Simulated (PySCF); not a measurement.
## Worked example: oscillator strength and radiative lifetime

(E)-1-chloro-3,3-difluoroprop-1-ene (C3H3ClF2), SMILES FC(/C=C/Cl)F.

Geometry: PBE-D3(BJ)/def2-SVP. Other conformers were not sampled.

TDA-B3LYP/def2-SVPD in PySCF puts the first singlet state with f over 0.02 at 6.62 eV (vertical), with the transition dipole (-0.618, -0.321, 0.325) in atomic units.

Task: Find the oscillator strength, the wavelength and the radiative lifetime that this transition would have in vacuum if emission retraced absorption.

Result: 
|μ|² = 0.5906 au, so |μ| = 1.95 D. ΔE = 6.62/27.211 = 0.2433 hartree. f = (2/3) ΔE |μ|² = 0.096 (the program prints 0.096).
λ = 1239.84/6.62 = 187 nm; ν = 53394 cm⁻¹.
Einstein's coefficient A = 0.6670 ν² f s⁻¹ (ν in cm⁻¹) = 1.8e8 s⁻¹, so τ = 1/A = 5.5 ns. This state is S2; the lower singlet has f = 0.012. The figure is the radiative limit of this one transition; relaxation, internal conversion, crossing to triplets and a medium change what is measured.
